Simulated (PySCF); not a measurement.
C8H9 (doublet state).
Geometry (GFN2-xTB, Å), atoms numbered from 1 in this order:
```xyz
17
C8H9 angstrom
C      2.5893   -0.4956   -1.0886
C      1.8503   -0.4993    0.0036
C      0.5511   -1.2519    0.1427
C     -0.5324   -0.2455    0.2345
C     -1.0020    0.3754    1.4267
C     -1.9671    1.2729    1.0807
C     -2.1168    1.2406   -0.3674
C     -1.2405    0.3243   -0.8639
H      2.3150   -1.0601   -1.9647
H      3.5077    0.0634   -1.1502
H      2.1347    0.0830    0.8692
H      0.4067   -1.8964   -0.7259
H      0.5815   -1.8575    1.0523
H     -0.6503    0.1483    2.4157
H     -2.5337    1.9053    1.7391
H     -2.8081    1.8488   -0.9208
H     -1.0923    0.0562   -1.8929
```

The hyperfine couplings belong to this conformer and change with its torsions.

As a line formula: `C=CC[C]1C=CC=C1` [radical].

Computed with UKS B3LYP, pcH-1 on C H, non-relativistic, mean-field spin-orbit, GIAO in PySCF 2.14.0. One conformer (not necessarily the lowest) at the GFN2-xTB geometry, without solvent, vibrations or thermal averaging. Couplings are sensitive to structure, and on GFN2-xTB geometries they can be far from those on DFT ones. Stability of the SCF solution: not tested.

Problem. Break the g tensor into its mass correction, gauge correction and orbital-Zeeman/spin–orbit terms.

Solution. 
```csv
Δg (ppm),1,2,3
relativistic mass correction,-143,-143,-143
gauge correction,8,33,24
orbital Zeeman/spin–orbit,-27,159,729
total,-162,50,611
```

So g = 2.00216, 2.00237, 2.00293 and g_iso = 2.00249; the tensor is rhombic: the two nearest values differ by 27 % of g3 − g1. Axes: g2 points within 15° of the C3–C4 bond and g3 points within 2° of the C6–C7 bond.

Problem. What are the electron Larmor frequencies g μB B/h along the three axes at 1200 mT?

Solution. 33.6272, 33.6308, 33.6402 GHz for g1, g2 and g3, a range of 13.0 MHz.

Problem. What effective moment and Curie constant follow for a powder?

Solution. With the mean of g² = 4.0099 and S(S+1) = 0.75: μ_eff = √(⟨g²⟩S(S+1)) = 1.734 μB and χT = 0.12505·⟨g²⟩·S(S+1) = 0.376 cm³ K/mol (cgs; spin-Hamiltonian part alone).

Problem. Average each term over the three axes. Which is largest in size?

Solution. The orbital-Zeeman/spin–orbit term 287, the mass correction -143 and the gauge correction 22 ppm, for a total of 166 ppm. The orbital-Zeeman/spin–orbit term is the largest in size. The mass correction is the same along every axis, so the anisotropy comes from the other two: their spans along these axes are 25 (gauge) and 756 ppm (orbital Zeeman/spin–orbit).

Problem. In a frozen sample, at which fields do the three g values resonate at 9.5, 34, 94 and 263 GHz (hyperfine left aside), and which band first spreads them over more than twice a line width of 0.5 mT?

Solution. 
| band | GHz | B(g3) mT | B(g2) mT | B(g1) mT | spread mT |
| --- | --- | --- | --- | --- | --- |
| X | 9.5 | 338.88 | 338.98 | 339.01 | 0.13 |
| Q | 34.0 | 1212.83 | 1213.17 | 1213.30 | 0.47 |
| W | 94.0 | 3353.13 | 3354.07 | 3354.43 | 1.29 |
| J | 263.0 | 9381.63 | 9384.26 | 9385.25 | 3.62 |

The spread grows in proportion to the frequency. W band is the first where it exceeds 1.0 mT.

Largest spin populations (Mulliken): C4 (+0.58), C6 (+0.34), C7 (+0.29) and C5 (-0.12). Three atoms exceed +0.15. The positive populations add up to 1.28 and the negative ones to -0.28, together 2S = 1. The angles at C4 add up to 359.9°, so it is planar.

The HOMO–LUMO gaps are 6.06 eV among the α and 2.44 eV among the β orbitals.
